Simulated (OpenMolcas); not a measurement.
A calculation on Cu5+.

| Property | Result |
| --- | --- |
| Program | OpenMolcas 26.06 |
| Method | RASSCF |
| Basis | ANO-RCC-VTZP [6s5p3d2f1g] |
| Scalar Hamiltonian | DKH2, point nucleus |
| Active space | 12 electrons in 8 orbitals (RAS1 3p, at most 2 holes; RAS2 3d) |
| State averaging | 2S+1 = 5 even, 5 roots; 2S+1 = 3 even, 45 roots; 2S+1 = 1 even, 44 roots |
| Spin-orbit coupling | state interaction with AMFI integrals over the reference wave functions, term energies averaged over their components |

Which level of the active space comes out lowest?

3d⁶ ⁵D₄, with 100 % of that term; it is also the measured ground level.

How high does 3d⁶ ⁵D₂ lie?

1920 cm⁻¹ above the lowest level; measured 1987 cm⁻¹ above the ground level, so the calculation is off by -3 %.

How high does 3d⁶ ³P₁(1) lie?

34503 cm⁻¹ above the lowest level; measured 32685 cm⁻¹ above the ground level, so the calculation is off by +6 %.

How high does 3d⁶ ⁵D₁ lie?

2409 cm⁻¹ above the lowest level; measured 2490 cm⁻¹ above the ground level, so the calculation is off by -3 %.

The level at 34938 cm⁻¹ has J = 4. What is it made of, and what is its g factor?

57 % 3d⁶ ³F₄(1), 33 % 3d⁶ ³H, 7 % 3d⁶ ³G; g = 1.082, against 1.251 from Landé's formula for the pure leading term.

Measured values: Sugar and Musgrove, J. Phys. Chem. Ref. Data 19, 527 (1990).

Without dynamic correlation excited terms often stand tens of per cent too high (terms of higher spin than the ground term too low), and those without a measured partner can miss by more than the paired ones. Active for correlation alone: 3p; no level in the range computed is led by a configuration that opens it, so any true level of that kind is missing. Measured partners are found by configuration, term and J. A level has none where our copy of the source lacks it or the pairing is in doubt (some pairs that miss far off the trend of their configuration count as doubtful), and it then counts in no deviation. Levels of configurations outside the active space are missing.

A number in round brackets counts repeated terms of one configuration in the order of the reference energies.
